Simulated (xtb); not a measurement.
ClGa, singlet, geometry from GFN2-xTB of the parent state (such geometries of metal compounds can be far from the true shape); GFN1-xTB run with xtb 6.7.1.

The xtb input:
```
$ xtb mol.xyz --gfn 1 --chrg 0 --uhf 0 --json

# file mol.xyz
2

Ga    -0.00000000    -0.00000000    -0.85496772
Cl     0.00000000     0.00000000     1.55905878
```

Predict the main parts of the log of this xtb run.


```
   ID    Z sym.   atoms
    1   31 Ga     1
    2   17 Cl     2

           -------------------------------------------------
          |                Calculation Setup                |
           -------------------------------------------------

           -------------------------------------------------
          |                 G F N 1 - x T B                 |
           -------------------------------------------------

          ...................................................
          :                      SETUP                      :
          :.................................................:
          :  # basis functions                  20          :
          :  # atomic orbitals                  18          :
          :  # shells                            6          :
          :  # electrons                        10          :
          :  # halogen bonds                     0          :
          :  max. iterations                   250          :
          :  Hamiltonian                  GFN1-xTB          :
          :  restarted?                      false          :
          :  GBSA solvation                  false          :
          :  PC potential                    false          :
          :  electronic temp.          300.0000000     K    :
          :  accuracy                    1.0000000          :
          :  -> integral cutoff          0.2500000E+02      :
          :  -> integral neglect         0.1000000E-07      :
          :  -> SCF convergence          0.1000000E-05 Eh   :
          :  -> wf. convergence          0.2000000E-04 e    :
          :  Broyden damping             0.4000000          :
          :  net charge                          0          :
          :  unpaired electrons                  0          :
          ...................................................

 iter      E             dE          RMSdq      gap      omega  full diag
   1     -5.6345497 -0.563455E+01  0.491E+00    6.67       0.0  T
   2     -5.6349200 -0.370279E-03  0.281E+00    6.54       1.0  T
   3     -5.6349551 -0.350746E-04  0.164E-01    6.43       1.0  T
   4     -5.6349737 -0.185864E-04  0.227E-02    6.47       3.1  T
   5     -5.6349740 -0.313141E-06  0.114E-03    6.46      62.2  T
   6     -5.6349740  0.245102E-10  0.202E-04    6.46     349.3  T
   7     -5.6349740 -0.271916E-10  0.473E-06    6.46   14964.1  T
   8     -5.6349740  0.000000E+00  0.633E-08    6.46  100000.0  T

   *** convergence criteria satisfied after 8 iterations ***

         :::::::::::::::::::::::::::::::::::::::::::::::::::::
         ::                     SUMMARY                     ::
         :::::::::::::::::::::::::::::::::::::::::::::::::::::
         :: total energy              -5.634468916825 Eh    ::
         :: gradient norm              0.013003485259 Eh/a0 ::
         :: HOMO-LUMO gap              6.464199239144 eV    ::
         ::.................................................::
         :: SCC energy                -5.634973996436 Eh    ::
         :: -> electrostatic           0.008264743126 Eh    ::
         :: repulsion energy           0.000910960035 Eh    ::
         :: dispersion energy         -0.000405880424 Eh    ::
         :: halogen bond corr.         0.000000000000 Eh    ::
         :: add. restraining           0.000000000000 Eh    ::
         :: total charge              -0.000000000000 e     ::
         :::::::::::::::::::::::::::::::::::::::::::::::::::::

           -------------------------------------------------
          |                Property Printout                |
           -------------------------------------------------

    * Orbital Energies and Occupations

         #    Occupation            Energy/Eh            Energy/eV
      -------------------------------------------------------------
         1        2.0000           -0.8587402             -23.3675
         2        2.0000           -0.5246186             -14.2756
         3        2.0000           -0.4485059             -12.2045
         4        2.0000           -0.4485059             -12.2045
         5        2.0000           -0.4259426             -11.5905 (HOMO)
         6                         -0.1883876              -5.1263 (LUMO)
         7                         -0.1883876              -5.1263
         8                         -0.1030861              -2.8051
         9                         -0.1030861              -2.8051
        10                         -0.0961484              -2.6163
        11                         -0.0494957              -1.3468
        12                         -0.0494957              -1.3468
        13                          0.0111883               0.3044
        14                          0.0111883               0.3044
        15                          0.0199512               0.5429
        16                          0.0221468               0.6026
       ...                                ...                  ...
        18                          0.1645286               4.4770
      -------------------------------------------------------------
                  HL-Gap            0.2375550 Eh            6.4642 eV
             Fermi-level           -0.3071651 Eh           -8.3584 eV

  Mulliken/CM5 charges         n(s)   n(p)   n(d)
     1Ga    0.37771  0.37340   1.972  0.428  0.222
     2Cl   -0.37771 -0.37340   1.903  5.475 -0.001

Wiberg/Mayer (AO) data.
largest (>0.10) Wiberg bond orders for each atom

 ---------------------------------------------------------------------------
     #   Z sym  total        # sym  WBO       # sym  WBO       # sym  WBO
 ---------------------------------------------------------------------------
     1  31 Ga   1.114 --     2 Cl   1.114
     2  17 Cl   1.114 --     1 Ga   1.114
 ---------------------------------------------------------------------------

Topologies differ in total number of bonds
Writing topology from bond orders to xtbtopo.mol

 dipole moment from electron density (au)
     X       Y       Z
   0.0000  -0.0000  -2.4767  total (Debye):    6.295

           -------------------------------------------------
          | TOTAL ENERGY               -5.634468916825 Eh   |
          | GRADIENT NORM               0.013003485259 Eh/α |
          | HOMO-LUMO GAP               6.464199239144 eV   |
           -------------------------------------------------

normal termination of xtb
```
